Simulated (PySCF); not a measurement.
Molfile (atoms numbered from 1):
```
C6H6N2S
     RDKit          3D

 15 15  0  0  0  0  0  0  0  0999 V2000
    2.5152    0.3988   -0.3461 C   0  0  0  0  0  0  0  0  0  0  0  0
    1.5602   -0.7302   -0.2009 C   0  0  0  0  0  0  0  0  0  0  0  0
    2.0371   -2.2867   -0.2410 S   0  0  0  0  0  0  0  0  0  0  0  0
    0.1509   -0.3868   -0.0164 C   0  0  0  0  0  0  0  0  0  0  0  0
   -0.7257   -1.3773    0.1181 N   0  0  0  0  0  0  0  0  0  0  0  0
   -1.9909   -1.0522    0.2834 C   0  0  0  0  0  0  0  0  0  0  0  0
   -2.4162    0.2708    0.3187 C   0  0  0  0  0  0  0  0  0  0  0  0
   -1.4239    1.2311    0.1705 C   0  0  0  0  0  0  0  0  0  0  0  0
   -0.1552    0.9118    0.0051 N   0  0  0  0  0  0  0  0  0  0  0  0
    3.5282    0.0279   -0.4749 H   0  0  0  0  0  0  0  0  0  0  0  0
    2.2308    1.0138   -1.1997 H   0  0  0  0  0  0  0  0  0  0  0  0
    2.4618    1.0406    0.5331 H   0  0  0  0  0  0  0  0  0  0  0  0
   -2.6802   -1.8800    0.3906 H   0  0  0  0  0  0  0  0  0  0  0  0
   -3.4516    0.5352    0.4528 H   0  0  0  0  0  0  0  0  0  0  0  0
   -1.6449    2.2913    0.1849 H   0  0  0  0  0  0  0  0  0  0  0  0
  1  2  1  0
  2  3  2  0
  2  4  1  0
  4  5  2  0
  5  6  1  0
  6  7  2  0
  7  8  1  0
  8  9  2  0
  9  4  1  0
  1 10  1  0
  1 11  1  0
  1 12  1  0
  6 13  1  0
  7 14  1  0
  8 15  1  0
M  END
```

Geometry: GFN2-xTB; GIAO shifts from PySCF 2.14.0 with density-fitted response routines, gas phase, non-relativistic, averaged over equivalent atoms.

At PBE0/pcseg-1 (160 basis functions, 34 s wall time on 1 thread of an Intel Xeon Platinum 8488C, shared host):
```
      atoms  δ (ppm)
         C2    264.6
      C6/C8    162.3
         C4    156.8
         C7    127.4
         C1     44.3
      N5/N9    316.5
    H13/H15     9.22
        H14     7.30
H10/H11/H12     3.89
```

Scale: $^{13}$C (196.96 ppm) and $^{1}$H (31.87 ppm) vs TMS; $^{15}$N (270.91 ppm) against NH3 (reference shieldings calculated alike).

Predict the values at PBE0/pcSseg-1 on the same geometry.

Results:


| atoms | δ at PBE0/pcSseg-1 | change |
| --- | --- | --- |
| C2 | 263.1 | -1.5 |
| C6/C8 | 163.5 | +1.2 |
| C4 | 155.5 | -1.3 |
| C7 | 127.3 | -0.1 |
| C1 | 44.1 | -0.2 |
| N5/N9 | 332.7 | +16.2 |
| H13/H15 | 9.22 | +0.00 |
| H14 | 7.34 | +0.04 |
| H10/H11/H12 | 3.84 | -0.05 |

Shifts are taken against calculated references (same method and geometry level): TMS for $^{13}$C (σref 186.93), $^{1}$H (σref 31.72); $^{15}$N (σref 267.73) vs NH3.

The largest change is at N5/N9 (pyridine-type ring nitrogen). Cost: 190 basis functions, 39 s wall time on 1 thread of an Intel Xeon Platinum 8488C, shared host. The order of the carbon signals is the same at both levels.

Experimental scales use liquid or dissolved standards, which lie at an offset from isolated NH3 (liquid NH3: subtract about 20 ppm). Unscaled 15N shifts of sp2 nitrogen often come out too high even then, by a few to some tens of ppm.
